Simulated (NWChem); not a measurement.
## Basis-set convergence for HAlI$_{2}$

```xyz
4

Al     0.0000     0.0000     1.0804
H      0.0000     0.0000     2.6503
I      2.1474     0.0000    -0.1575
I     -2.1474     0.0000    -0.1575
```
Charge 0, spin multiplicity 1.

All runs are NWChem calculations. Structure: optimised with B3LYP/def2-SVP with def2 effective core potentials on I, a minimum by its harmonic frequencies.

Quantity: dipole moment at the level PBE0.

Effective core potentials replace the inner electrons of I; spin-orbit coupling is left out. The structure started from a generated list of species.

Q: In def2-TZVPD the value is 0.59 D. Among def2-SVP, def2-SVPD, def2-TZVP, def2-TZVPP, which is the smallest basis within 0.1 D of it?

A: def2-SVPD, with 102 functions against 170 and about 30 % of the time (also within reach: def2-TZVP, def2-TZVPP). def2-TZVPD isn't the basis-set limit itself, and a small set can land close by cancellation.

| basis | functions | dipole moment (D) |
|---|---|---|
| def2-SVP | 75 | 0.70 |
| def2-SVPD | 102 | 0.59 |
| def2-TZVP | 143 | 0.58 |
| def2-TZVPP | 156 | 0.58 |
| def2-TZVPD | 170 | 0.59 |
